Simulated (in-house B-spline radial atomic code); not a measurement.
# Hg VI (Hg5+): [Xe] (4f5/2)5 (4f7/2)8 5d8 (with a hole in an inner shell)

Level of theory: Dirac-Hartree-Fock, average of the jj configuration, Fermi nucleus of rms radius 5.4648 fm; calculated with an all-electron radial atomic-structure program (B-spline basis).

Effective charges: Z_r = [3n² - l(l+1)]/(2<r>) from the radius, Z_e = n√(-2ε) from the energy, and Slater's rules. Values are occupation-weighted means over j. An effective charge above Z reflects the relativistic contraction of the inner shells.

```csv
shell,electrons,ε (eV),<r> (bohr),Z_r,Z_e,Slater
1s,2,-83738,0.01659,90.41,78.45,79.70
2s,2,-15059,0.06922,86.68,66.54,75.85
2p,6,-13121,0.06276,79.67,62.11,75.85
3s,2,-3709.4,0.1798,75.09,49.54,68.75
3p,6,-3132.4,0.1809,69.11,45.52,68.75
3d,10,-2464.9,0.1651,63.59,40.38,58.85
4s,2,-918.04,0.398,60.30,32.86,52.25
4p,6,-722.78,0.4216,54.55,29.15,52.25
4d,10,-472.69,0.4456,47.12,23.58,40.85
5s,2,-212.14,0.8957,41.87,19.74,23.20
4f,13,-201.88,0.4714,38.19,15.41,29.80
5p,6,-154.52,1.006,36.27,16.85,23.20
5d,8,-83.151,1.265,27.27,12.36,10.55
```

The least bound orbital is 5d5/2 at -82.19 eV, and it is also the most diffuse (<r> = 1.278 bohr). The part-filled 4f shell lies below the filled 5p shell in orbital energy.

For the 1s electron the small component carries 9.25 % of the norm, the zero-frequency Breit interaction raises the level by 316 eV, self-energy by 203 eV, and vacuum polarisation lowers it by 42.02 eV.
